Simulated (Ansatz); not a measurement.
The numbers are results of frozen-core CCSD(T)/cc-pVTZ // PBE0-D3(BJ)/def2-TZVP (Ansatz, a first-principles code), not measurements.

Ansatz 0.2 input:
```yaml
crystal:
  periodic: [false, false, false]
  atoms:
    - { symbol: O, position_ang: [1.193786, -0.163859, -0.802702] }
    - { symbol: Si, position_ang: [-0.110529, -0.391826, 0.167883] }
    - { symbol: O, position_ang: [-0.959433, 0.983035, 0.458852] }
    - { symbol: H, position_ang: [1.91132, 0.374364, -0.465353] }
    - { symbol: H, position_ang: [0.292157, -0.8527, 1.516302] }
    - { symbol: H, position_ang: [-0.926805, -1.38804, -0.56295] }
    - { symbol: H, position_ang: [-1.411617, 1.392174, -0.280367] }
basis:
  gaussian: { orbitals: cc-pVTZ }
correlation:
  method: ccsd_t
```

Output:

```
Functional definition: HF
872 factors; integrals over basis functions are off by at most 1.2e-3 eV
mean field evaluation 1: about -12000.7978 eV, gradient 4.6e1 eV
mean field evaluation 2: about -12000.9542 eV, gradient 4.6e1 eV
mean field evaluation 4: about -12004.6354 eV, gradient 2.5e0 eV
mean field evaluation 8: about -12004.6660 eV, gradient 8.9e-2 eV
mean field evaluation 16: about -12003.1691 eV, gradient 2.9e1 eV
mean field -12004.66604543 eV, -441.1633401147 hartree, gradient 2.5e-6 eV, S^2 0.000000; 0 other end points of the search recorded, 0 dependent functions left out
7 core orbitals not correlated
reference -12004.66604543 eV, -441.1633401147 hartree; 10, 10 occupied and 133, 133 virtual orbitals, 872 factors
second order -16.64151089 eV of doubles, -0.00000000 eV of singles
cycle   1  -16.70896644 eV  change   -6.7e-2 eV  update   8.1e-2
cycle   2  -17.08820696 eV  change   -3.8e-1 eV  update   2.3e-2
cycle   3  -17.17015689 eV  change   -8.2e-2 eV  update   1.1e-2
cycle   4  -17.15789639 eV  change    1.2e-2 eV  update   2.3e-3
cycle   5  -17.15823552 eV  change   -3.4e-4 eV  update   1.1e-3
cycle   6  -17.15867339 eV  change   -4.4e-4 eV  update   3.0e-4
cycle   7  -17.15849623 eV  change    1.8e-4 eV  update   1.1e-4
cycle   8  -17.15846760 eV  change    2.9e-5 eV  update   3.0e-5
cycle   9  -17.15847299 eV  change   -5.4e-6 eV  update   1.0e-5
perturbative correction -0.56486345 eV, -0.0207583490 hartree
Total energy: -12022.38938188 eV, -441.8146607157 hartree
```

Cost: very roughly 30 core-seconds.
